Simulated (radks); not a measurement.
The numbers below are computed, except where a source is named.
Species: Mn6+. Configuration: [Ar] 4s1 (not the ground configuration). Code: a radial shooting solver on a logarithmic mesh with Libxc functionals. Model: Dirac Kohn-Sham, PBE, spin-unpolarised, spherical densities, finite nucleus; Fermi nuclear charge, rms radius 3.7057 fm.

Spin-orbit splittings of the eigenvalues, e(l+1/2) - e(l-1/2), with zeta = 2 splitting/(2l+1) and mean radii in bohr:

shell  occ.  splitting (eV)  zeta (eV)  <r> j=l-1/2  <r> j=l+1/2
2p        6               ?          ?       0.2449       0.2478
3p        6           1.571      1.047       0.8120       0.8183

Estimate the 2p splitting.

Answer. 10.41 eV (zeta = 6.943 eV).
